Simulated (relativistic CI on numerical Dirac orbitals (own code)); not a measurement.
# Sensitivity of the levels of Tb¹⁶⁺ to α and to the nuclear radius

Computed by Dirac-Coulomb-Breit CI, orbitals from a KLI potential per configuration, derivatives by finite differences, unscaled Slater integrals, QED left out (own radial code, finite nucleus).

CI space (outside the closed core [Kr] 4d10): 4f3, 4f2.5s, 4f.5s2, 4f.5s.5p, 4f2.5p, 4f.5p2, 4f.5s.5d, 4f2.5d. Levels of other configurations are missing.

With x = (α/α₀)² − 1 an excitation energy changes as ω = ω₀ + qx; K = 2q/ω₀ is the relative enhancement. Terms are leading LS components, so labels can repeat. The field-shift factor is F = δν/δ⟨r²⟩ for the transition from the lowest level.

Lowest level 4f3 4I°_9/2.

```
       Level  ω₀ (cm⁻¹)  q (cm⁻¹)      K  F (GHz/fm²)
4f3 4I°_11/2     5611.2      5932   2.11        0.214
4f3 4I°_13/2    11300.1     11200   1.98         0.41
4f3 4I°_15/2    16962.6     15800   1.86        0.587
 4f3 4F°_3/2    26402.9      1933  0.146        0.236
 4f3 2H°_9/2    27027.7      3326  0.246        0.287
 4f3 4F°_5/2    29691.4      6037  0.407        0.381
 4f3 4S°_3/2    31841.8      7193  0.452        0.429
 4f3 4F°_7/2    31996.7      7392  0.462        0.439
 4f3 4F°_9/2    35482.0     11750  0.662        0.591
4f3 2H°_11/2    36436.8     12380  0.679        0.619
 4f3 2G°_7/2    39128.1      8201  0.419         0.51
 4f3 4G°_5/2    39636.7      2867  0.145        0.362
4f3 2K°_13/2    41671.0      6885   0.33        0.493
```

At this charge energies of transitions that change n are usually good to better than 1 %, and those within a shell (Δn = 0) to a few per cent. Terms inside the open d or f shell come out 10 to 20 % too wide with unscaled integrals.
